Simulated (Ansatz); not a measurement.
This geometry of ClF₂H₄HfNO (10 atoms, charge 0, multiplicity 1) is a first-order saddle point.

The calculation used Ansatz 0.2.0, RKS PBE-D4/def2-SVP.

```xyz
10
Properties=species:S:1:pos:R:3
Hf -0.152 0.324 0.091
Cl 0.263 0.871 2.444
O 1.511 -0.592 -0.260
H 2.040 -1.122 -0.872
F -0.213 2.076 -0.696
F -1.229 -0.639 -1.232
N -2.165 -0.394 1.208
H -2.512 -1.294 0.845
H -2.930 0.282 1.061
H -2.030 -0.464 2.227
```

Which two structures does it join? (They come from a converged band through this point; their orientation in space is the band's.)

No bond is made or broken.

First end point:

```xyz
10
Properties=species:S:1:pos:R:3
Hf -0.080 -0.144 0.183
Cl 0.460 -0.335 2.526
O 1.677 -0.277 -0.590
H 2.550 -0.343 -0.996
F -0.611 1.602 -0.471
F -0.940 -1.662 -0.662
N -2.353 0.031 1.098
H -2.964 -0.728 0.764
H -2.807 0.918 0.837
H -2.351 -0.015 2.127
```

Last end point:

```xyz
10
Properties=species:S:1:pos:R:3
Hf -0.236 0.660 0.046
Cl -0.226 1.800 2.166
O 0.656 -1.083 -0.026
H 1.510 -1.362 -0.394
F 1.084 1.701 -0.902
F -1.727 0.896 -1.170
N -1.921 -0.719 1.144
H -2.191 -1.517 0.551
H -2.789 -0.213 1.369
H -1.578 -1.117 2.030
```

How far does it lie above each of them?

0.268 eV above the first and 0.256 eV above the second. This is the barrier of this one path; another mechanism may lie lower.

The run took 4.6 min on 4 threads of Arm Neoverse V1, with other jobs on the host, peak memory 0.2 GiB.
